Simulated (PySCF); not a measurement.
## A small calculation by hand: chemical shift, span and skew from a shielding tensor

SiHCl, SMILES Cl[SiH] (connectivity only; charge and spin as stated), neutral, multiplicity 1. Atoms are numbered in the order given.

```xyz
3

Si     0.1106     1.0971     0.0000
H     -1.4045     1.3096     0.0000
Cl    -0.0085    -0.9805     0.0000
```

Coordinates come from a r2SCAN-D4/def2-TZVP optimisation. The isomer is the one that the SMILES or the coordinates give; other isomers of the formula were not compared.

GIAO shieldings from PBE0/pcSseg-2 (PySCF), non-relativistic, no solvent. The symmetric part of the tensor of Si1 has the principal values -1209.2, 158.2, 292.4 ppm. The same nucleus in TMS has σ = 341.9 ppm at this level (PySCF, at its B3LYP-D3(BJ)/def2-TZVP geometry). Without spin–orbit terms, shifts of atoms bonded to Cl or Br come out too high.

Problem. Work out the isotropic shielding, the ²⁹Si shift against TMS, the span and the skew.

Solution. 
σ(iso) = (σ11 + σ22 + σ33)/3 = -252.9 ppm. δ = σ(ref) − σ(iso) = 341.9 − (-252.9) = 594.8 ppm.
Span Ω = σ33 − σ11 = 1501.6 ppm. Skew κ = 3(σ(iso) − σ22)/Ω = -0.82. Tumbling in solution averages the tensor to δ; in a static solid the shielding alone would spread this spin-1/2 line over Ω.
